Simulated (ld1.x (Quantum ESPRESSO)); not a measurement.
titanium, PAW: configuration errors across variants

```
Element                 : Ti
Generator               : ld1.x (Quantum ESPRESSO) 7.5
Type                    : PAW
Functional              : PW91
Relativity              : scalar-relativistic
Frozen core             : [Ne]
Valence charge          : 12
Reference configuration : 3s2 3p6 3d2 4s1 4p0 (charge +1)
Partial waves           : 3s (bound): rcut 1.30, rcutus 1.65 bohr; 4s (bound): rcut 1.30, rcutus 1.65 bohr; 3p (bound): rcut 1.85, rcutus 2.25 bohr; 4p (bound, empty): rcut 1.85, rcutus 2.25 bohr; 3d (bound): rcut 2.10, rcutus 2.55 bohr; 3d channel at 1.15 Ry: rcut 2.10, rcutus 2.55 bohr
Local potential         : all-electron potential smoothed inside 1.40 bohr (lloc = -1)
Core correction         : Bessel-smoothed model core inside 1.30 bohr
Augmentation charge     : PSQ, inside the norm-conserving radii
```

All-electron excitation energies from the reference (eV): (1) 3s2 3p6 3d2 4s2 4p0 -7.393; (2) 3s2 3p6 3d2 4s0 4p0 13.592; (3) 3s2 3p6 3d1 4s0 4p0 40.645; (4) 3s2 3p6 3d1 4s2 4p1 -2.681; (5) 3s2 3p6 3d0 4s0 4p0 84.058; (6) 3s2 3p5 3d2 4s2 4p0 38.219.

The overlap operator is not positive definite (basis up to 400 Ry) in “local potential all-electron potential smoothed inside 1.74 bohr (lloc = -1)”, “waves 3p (bound): rcut 1.30, rcutus 1.38 bohr; 4p (bound): rcut 1.30, rcutus 1.38 bohr”. Such files are unfit for use, however small their errors in these radial tests.

Tests that are not counted but printed errors over 1 eV. “base”: 3s2 3p6 3d2 4s0 4p2 (solver errors, printed error -1444 eV). “waves 3s (bound): rcut 1.30, rcutus 1.82 bohr; 4s (bound): rcut 1.30, rcutus 1.82 bohr”: 3s2 3p6 3d2 4s0 4p2 (solver errors, printed error -1444 eV). “wave 3d channel at 1.15 Ry: rcut 2.10, rcutus 2.55 bohr becomes 3d channel at 1.07 Ry: rcut 2.10, rcutus 2.55 bohr”: 3s2 3p6 3d2 4s0 4p2 (solver errors, printed error -1444 eV).

4 further variants failed, have other tests or another functional or relativity, and are left out.

Errors AE − PS in meV (a dash: test not solved or not reliable):

| change | (1) | (2) | (3) | (4) | (5) | (6) | bound ghosts |
| --- | --- | --- | --- | --- | --- | --- | --- |
| base | +0.4 | -0.9 | -9.5 | -6.0 | -66 | -38 | none |
| local potential all-electron potential smoothed inside 1.74 bohr (lloc = -1) | +0.4 | -0.8 | -11 | -6.0 | – | – | not determined (overlap not positive) |
| waves 3s (bound): rcut 1.30, rcutus 1.82 bohr; 4s (bound): rcut 1.30, rcutus 1.82 bohr | +0.5 | -0.8 | -7.3 | -5.2 | -51 | -36 | none |
| wave 3d channel at 1.15 Ry: rcut 2.10, rcutus 2.55 bohr becomes 3d channel at 1.07 Ry: rcut 2.10, rcutus 2.55 bohr | +0.4 | -0.9 | -9.8 | -6.1 | -66 | -38 | none |
| waves 3p (bound): rcut 1.30, rcutus 1.38 bohr; 4p (bound): rcut 1.30, rcutus 1.38 bohr | +0.3 | -1.2 | -2.6 | -3.4 | -9.6 | -36 | not determined (overlap not positive) |
| waves 3d (bound): rcut 2.10, rcutus 2.30 bohr; 3d channel at 1.15 Ry: rcut 2.10, rcutus 2.30 bohr | +0.6 | -0.2 | -23 | -16 | – | – | none |

Question: Give the same row for: core correction Bessel-smoothed model core inside 1.04 bohr.

Answer: +0.4, -0.9, -9.4, -6.0, –, –; bound ghosts: none.
